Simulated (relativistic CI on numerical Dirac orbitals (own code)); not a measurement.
**Ni3+: 3s photoemission**

Computed with this model: Dirac-Coulomb-Breit CI, KLI orbitals optimised for each configuration, a model potential for QED, multiplet model of photoemission in the sudden approximation, unscaled Slater integrals; configurations [Ar] 3d7 → [Ne] 3s 3p6 3d7; 300 K; Lorentzian 1.5 eV and Gaussian 0.6 eV FWHM. Energies are those of the free ion, without screening or charge transfer. The energies are binding energies and can lie tens of eV above those of solids. Without intra-shell correlation the exchange splitting of an s hole comes out too large, often by half or more. S is read from ⟨S²⟩ = S(S + 1).

Field parameters in Wybourne normalisation: D3d B²₀ = −7Dσ, B⁴₀ = −14Dq − 21Dτ, B⁴₃ = −14√(10/7) Dq. The field is a parameter set, without covalency.

free ion: ground-state S = 1.50, centroid 171.33 eV. Peaks (eV, height): 167.2 (100), 178.4 (59).

D3d, 10Dq = 29200, Dσ = 700, Dτ = 420 cm⁻¹: ground-state S = 0.57, centroid 171.61 eV. Peaks (eV, height): 170.2 (100), 175.8 (36).

Strongest unbroadened transitions for D3d, 10Dq = 29200, Dσ = 700, Dτ = 420 cm⁻¹:

```tsv
Energy (eV)	Relative strength
167.51	0.5
167.52	0.6
167.54	0.7
167.55	0.8
167.58	1.4
167.62	1.6
168.14	0.5
168.15	0.2
168.16	0.3
170.25	100.0
174.83	0.1
174.89	0.1
175.87	15.0
175.88	18.9
178.74	0.2
178.79	0.7
178.86	0.2
178.87	0.7
```
